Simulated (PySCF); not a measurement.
# Atomic charges by several schemes

Compound: C₆H₁₄N₂Si.
Structure used (GFN2-xTB), in Å, numbered top down from 1:
```xyz
23
C6H14N2Si angstrom
N      1.5387   -1.9904    0.1849
C      1.6273   -0.5555   -0.0331
C      0.2166    0.0034   -0.1960
N      0.3466    1.3032   -0.8100
C      0.4041    2.5123   -0.0300
C     -0.7544    2.2188   -0.9032
C     -0.6087   -0.1371    1.1122
C     -1.4860   -1.3511    0.7490
Si    -0.9165   -1.2863   -1.0752
H      1.2057   -2.1797    1.1234
H      2.4479   -2.4292    0.0882
H      2.1662   -0.3824   -0.9673
H      2.1641   -0.0205    0.7702
H      1.1433    3.2353   -0.3493
H      0.2659    2.4624    1.0451
H     -0.8460    2.7296   -1.8530
H     -1.7047    1.9709   -0.4420
H     -1.2255    0.7425    1.2956
H      0.0142   -0.2887    1.9967
H     -2.5440   -1.1889    0.9469
H     -1.1938   -2.2501    1.2863
H     -0.3608   -2.4639   -1.7172
H     -1.9051   -0.6276   -1.9391
```

Density: PBE0/pcSseg-1 (PySCF); schemes: Mulliken, IAO, Hirshfeld and ESP-fitted. The structure is a single GFN2-xTB conformer in the gas phase; no vibrational or solvent corrections.

Tabulate the Mulliken, IAO, Hirshfeld and ESP-fitted charges.

In e:

```json
{"atom": "N1", "environment": "primary amine nitrogen", "Mulliken": "-0.454", "IAO": "-0.569", "Hirshfeld": "-0.205", "ESP-fitted": "-0.872"}
{"atom": "C2", "environment": "sp3 carbon bound to nitrogen", "Mulliken": "+0.064", "IAO": "-0.142", "Hirshfeld": "-0.037", "ESP-fitted": "+0.146"}
{"atom": "C3", "environment": "sp3 carbon bound to nitrogen", "Mulliken": "-0.421", "IAO": "-0.123", "Hirshfeld": "-0.025", "ESP-fitted": "+0.380"}
{"atom": "N4", "environment": "tertiary amine nitrogen", "Mulliken": "-0.449", "IAO": "-0.273", "Hirshfeld": "-0.119", "ESP-fitted": "-0.506"}
{"atom": "C5", "environment": "sp3 carbon bound to nitrogen", "Mulliken": "-0.104", "IAO": "-0.199", "Hirshfeld": "-0.054", "ESP-fitted": "-0.154"}
{"atom": "C6", "environment": "sp3 carbon bound to nitrogen", "Mulliken": "-0.091", "IAO": "-0.193", "Hirshfeld": "-0.052", "ESP-fitted": "-0.284"}
{"atom": "C7", "environment": "four-membered-ring carbon", "Mulliken": "-0.159", "IAO": "-0.282", "Hirshfeld": "-0.082", "ESP-fitted": "-0.091"}
{"atom": "C8", "environment": "sp3 carbon bound to silicon", "Mulliken": "-0.485", "IAO": "-0.540", "Hirshfeld": "-0.168", "ESP-fitted": "-0.485"}
{"atom": "Si9", "environment": "SiH2 silicon", "Mulliken": "+0.693", "IAO": "+0.725", "Hirshfeld": "+0.320", "ESP-fitted": "+0.427"}
{"atom": "H10", "environment": "N–H hydrogen", "Mulliken": "+0.172", "IAO": "+0.238", "Hirshfeld": "+0.106", "ESP-fitted": "+0.330"}
{"atom": "H11", "environment": "N–H hydrogen", "Mulliken": "+0.175", "IAO": "+0.249", "Hirshfeld": "+0.116", "ESP-fitted": "+0.344"}
{"atom": "H12", "environment": "methylene hydrogen", "Mulliken": "+0.123", "IAO": "+0.148", "Hirshfeld": "+0.038", "ESP-fitted": "+0.044"}
{"atom": "H13", "environment": "methylene hydrogen", "Mulliken": "+0.099", "IAO": "+0.103", "Hirshfeld": "+0.022", "ESP-fitted": "-0.007"}
{"atom": "H14", "environment": "methylene hydrogen", "Mulliken": "+0.128", "IAO": "+0.149", "Hirshfeld": "+0.045", "ESP-fitted": "+0.152"}
{"atom": "H15", "environment": "methylene hydrogen", "Mulliken": "+0.119", "IAO": "+0.129", "Hirshfeld": "+0.042", "ESP-fitted": "+0.091"}
{"atom": "H16", "environment": "methylene hydrogen", "Mulliken": "+0.128", "IAO": "+0.150", "Hirshfeld": "+0.046", "ESP-fitted": "+0.183"}
{"atom": "H17", "environment": "methylene hydrogen", "Mulliken": "+0.117", "IAO": "+0.127", "Hirshfeld": "+0.042", "ESP-fitted": "+0.153"}
{"atom": "H18", "environment": "methylene hydrogen", "Mulliken": "+0.124", "IAO": "+0.133", "Hirshfeld": "+0.037", "ESP-fitted": "+0.089"}
{"atom": "H19", "environment": "methylene hydrogen", "Mulliken": "+0.112", "IAO": "+0.124", "Hirshfeld": "+0.031", "ESP-fitted": "+0.039"}
{"atom": "H20", "environment": "methylene hydrogen", "Mulliken": "+0.133", "IAO": "+0.143", "Hirshfeld": "+0.032", "ESP-fitted": "+0.125"}
{"atom": "H21", "environment": "methylene hydrogen", "Mulliken": "+0.132", "IAO": "+0.141", "Hirshfeld": "+0.031", "ESP-fitted": "+0.124"}
{"atom": "H22", "environment": "Si–H hydrogen", "Mulliken": "-0.059", "IAO": "-0.101", "Hirshfeld": "-0.078", "ESP-fitted": "-0.104"}
{"atom": "H23", "environment": "Si–H hydrogen", "Mulliken": "-0.096", "IAO": "-0.135", "Hirshfeld": "-0.089", "ESP-fitted": "-0.125"}
```

Mean size of the charges over all atoms: ESP-fitted 0.228 e, IAO 0.222 e, Mulliken 0.202 e, Hirshfeld 0.079 e. Each set sums to the total charge, 0, to within 0.001 e. The Mulliken scheme counts on each atom the diagonal of the density matrix times the overlap matrix over that atom's basis functions. The ESP scheme fits charges at the nuclei, held to the total charge, to the electrostatic potential on points at 1.4 to 2.0 times the van der Waals radii.

Lowest charge. The schemes don't all agree: Mulliken C8 (-0.485); IAO N1 (-0.569); Hirshfeld N1 (-0.205); ESP-fitted N1 (-0.872).

Highest charge. All schemes agree: Mulliken Si9 (+0.693); IAO Si9 (+0.725); Hirshfeld Si9 (+0.320); ESP-fitted Si9 (+0.427).

How closely do the schemes follow one another over all atoms?

Correlation coefficient and root-mean-square difference: IAO with Hirshfeld 0.98, 0.174 e; Mulliken with IAO 0.93, 0.100 e; Mulliken with Hirshfeld 0.92, 0.170 e; Hirshfeld with ESP-fitted 0.83, 0.222 e; IAO with ESP-fitted 0.83, 0.171 e; Mulliken with ESP-fitted 0.73, 0.211 e.

Sum the charges by element, for elements with more than one atom.

| element | atoms | Mulliken | IAO | Hirshfeld | ESP-fitted |
| --- | --- | --- | --- | --- | --- |
| N | 2 | -0.903 | -0.842 | -0.324 | -1.377 |
| C | 6 | -1.196 | -1.480 | -0.418 | -0.488 |
| H | 14 | +1.406 | +1.598 | +0.422 | +1.438 |
